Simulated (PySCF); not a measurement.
A calculated (r2SCAN, PySCF 2.14, aug-cc-pVQZ-DK, the spin-free X2C one-electron Hamiltonian (Gaussian nucleus)) atom or ion has these occupied shells.

| shell | electrons | orbital energy (eV) | rms radius, mean of both spins (bohr) |
| --- | --- | --- | --- |
| 1s α | 1 | -538.94 | 0.231 |
| 1s β | 1 | -536.12 | 0.231 |
| 2s α | 1 | -43.570 | 1.20 |
| 2s β | 1 | -35.743 | 1.20 |
| 2p α | 3 | -27.287 | 1.21 |

Q: Name the element and its charge.

A: O⁺ (oxygen, charge +1), in [He] 2s2 2p3, high-spin 4S determinant.
